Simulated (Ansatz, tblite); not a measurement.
Removing and adding an electron: Ag3Pd. Charge 0, multiplicity 2. Geometry: r2SCAN-D4/def2-SVP. Ansatz, gas phase; energy differences of separate SCF runs; the oxidised species is a singlet (the triplet lies 0.91 eV higher at PBE0-D4/def2-TZVP); the reduced species is a singlet (the triplet lies 0.58 eV higher at PBE0-D4/def2-TZVPD).

Cartesian coordinates in Å:
```
Pd 0.8730 0.6238 0.7639
Ag -0.7062 -0.3520 -1.0945
Ag 1.4766 -1.7012 -0.3384
Ag -1.6434 1.4293 0.6689
```

In the def2 sets Ag, Pd take a core potential; there is no spin–orbit coupling. The xTB rows come from tblite. The structure comes from a short search, and lower isomers may exist.

```csv
level,−HOMO (eV),vertical IE (eV),−LUMO (eV),vertical EA (eV),HOMO–LUMO gap (eV),IE − EA (eV),remarks
GFN2-xTB,–,11.44,–,6.56,–,4.88,–
PBE-D4/def2-TZVP,4.34,6.55,3.97,–,0.37,–,–
PBE-D4/def2-TZVPD,4.34,–,3.97,1.86,0.37,–,"HOMO above zero (-1 singlet), restricted, untested (-1 singlet)"
PBE0-D4/def2-TZVPD,4.75,–,3.04,1.65,1.71,–,–
```

**Question.** Estimate the rows for GFN1-xTB, r2SCAN-D4/def2-TZVP, r2SCAN-D4/def2-TZVPD, PBE0-D4/def2-TZVP.

**Answer.** 
```csv
level,−HOMO (eV),vertical IE (eV),−LUMO (eV),vertical EA (eV),HOMO–LUMO gap (eV),IE − EA (eV),remarks
GFN1-xTB,–,11.24,–,5.35,–,5.90,–
r2SCAN-D4/def2-TZVP,4.35,6.43,3.72,–,0.62,–,–
r2SCAN-D4/def2-TZVPD,4.35,–,3.72,1.74,0.62,–,HOMO above zero (-1 singlet)
PBE0-D4/def2-TZVP,4.75,6.30,3.04,–,1.71,–,–
```

   A HOMO above zero means that the electron is unbound at that level or that self-interaction error raises the level; the energy of removing that electron tells which. HOMO and LUMO are the levels of the spin that leaves or enters (xTB has no such levels and no spin-polarisation term). Other spin states of the ions may lie lower, which would lower the ionisation energy or raise the affinity. Raw xTB energy differences between charge states are shifted by several eV; the methods need an empirical correction for them.
